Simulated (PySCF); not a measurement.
Se(iPr)(OMe), SMILES CO[Se]C(C)C (C4H10OSe), GFN2-xTB optimised geometry.

```
16

Se    -1.56    -0.75     0.00
C      0.44    -0.75     0.00
C      0.92    -2.19    -0.11
C      0.95    -0.06     1.25
H      0.73    -0.19    -0.89
H      2.01    -2.22    -0.13
H      0.58    -2.77     0.75
H      0.54    -2.66    -1.01
H      0.50     0.93     1.34
H      2.03     0.06     1.20
H      0.70    -0.63     2.13
O     -1.82     1.05     0.00
C     -1.86     1.72    -1.24
H     -2.67     1.36    -1.87
H     -2.03     2.77    -1.00
H     -0.92     1.63    -1.78
```

Density from PBE0/def2-TZVP run with PySCF 2.14.0 at that geometry.

Minimum of the electron density along straight lines between bonded atoms, close to the bond critical point (lines longer than 1.1 times the sum of covalent radii, or with two minima, are not listed):

| bond | length / Å | ρ at the minimum / e bohr⁻³ | ∇²ρ there / e bohr⁻⁵ | position (fraction from the first atom) |
|---|---|---|---|---|
| Se1–C2 | 2.002 | (withheld) | -0.15 | 0.53 |
| C2–C3 | 1.518 | 0.249 | -0.62 | 0.51 |
| C2–C4 | 1.516 | 0.252 | -0.63 | 0.51 |
| C2–H5 | 1.095 | 0.280 | -0.97 | 0.64 |
| C3–H6 | 1.089 | 0.278 | -0.95 | 0.64 |
| C3–H7 | 1.089 | 0.279 | -0.95 | 0.64 |
| C3–H8 | 1.089 | 0.279 | -0.96 | 0.64 |
| C4–H9 | 1.088 | 0.281 | -0.97 | 0.64 |
| C4–H10 | 1.089 | 0.277 | -0.94 | 0.64 |
| C4–H11 | 1.088 | 0.279 | -0.96 | 0.64 |
| Se1–O12 | 1.825 | 0.154 | 0.15 | 0.47 |
| O12–C13 | 1.405 | 0.265 | (withheld) | 0.65 |
| C13–H14 | 1.093 | 0.283 | -1.00 | 0.65 |
| C13–H15 | 1.091 | 0.284 | -1.01 | 0.65 |
| C13–H16 | 1.094 | 0.282 | -0.99 | 0.64 |

Q: Complete the blanks.

A: 
- Se1–C2, ρ at the minimum / e bohr⁻³: 0.141
- O12–C13, ∇²ρ there / e bohr⁻⁵: -0.56
